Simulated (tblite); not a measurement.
C4H2FOS (doublet state).
SMILES: `Fc1cocc1[S]`

Level: GFN2-xTB in tblite, geometry and Hessian alike; calculated harmonic values, unscaled, isolated species. Against measured fundamentals such values can be off by several per cent, at times by over 20. Open shells enter through the occupations alone, without spin polarisation, and single modes of such species can be off by tens of per cent.

Harmonic wavenumbers (cm⁻¹): 181.0, 197.0, 326.2, 399.0, 511.9, 571.6, 611.1, 673.3, 725.0, 749.6, 843.0, 1044.5, 1082.7, 1123.5, 1207.7, 1237.0, 1323.9, 1421.8, 1595.7, 3179.8, 3187.5.

A = 3528, B = 2093, C = 1314 MHz; mass 116.981 u (most abundant isotopes); point group Cs, symmetry number 1; spin multiplicity 2.

**Question.** What is the zero-point energy?

**Answer.** Half the sum of the wavenumbers: 11096 cm⁻¹ = 132.75 kJ/mol.

**Question.** Give the ideal-gas entropy at 298.15 K and 1 bar in the rigid-rotor, harmonic-oscillator model (classical rotation).

**Answer.** Translation 168.25, rotation 116.72, vibration 40.40, spin (R ln 2) 5.76: S = 331.1 J/(mol K).

**Question.** And Cp and H(298.15 K) − H(0)?

**Answer.** Cp = 94.64 J/(mol K), of which vibrations give 61.38 (their classical limit is 21 R = 174.6); H(298.15 K) − H(0) = 17.58 kJ/mol without the zero-point energy, 7.67 from vibrations.

**Question.** Which modes carry the vibrational entropy at 298.15 K?

**Answer.** 181.0 cm⁻¹: 9.70; 197.0 cm⁻¹: 9.04; 326.2 cm⁻¹: 5.35; 399.0 cm⁻¹: 4.04; 511.9 cm⁻¹: 2.63; 571.6 cm⁻¹: 2.10 J/(mol K); the other 15 give 7.54 together.

**Question.** What must be added to the electronic energy to get the Gibbs energy at 298.15 K and 1 bar?

**Answer.** ZPE + [H(298.15 K) − H(0)] − T·S = 132.75 + 17.58 − 98.73 = 51.60 kJ/mol.

**Question.** How do the functions run with temperature in this model?

**Answer.** 
```
T (K)  S (J/(mol K))  Cp (J/(mol K))  H − H(0) (kJ/mol)  G − H(0) (kJ/mol)  ln q(vib)
  100          259.4            45.8               3.71             -22.24       0.15
  200          298.5            70.2               9.48             -50.22       0.83
  300          331.7            95.1              17.76             -81.76       1.79
  500          389.9           133.1              40.88            -154.09       4.03
  800          459.9           163.4              85.92            -282.03       7.49
 1000          497.7           174.5             119.78            -377.89       9.64
```

q(vib) and H(0) count from the zero-point level.

Hindered rotation and anharmonicity are outside this model.
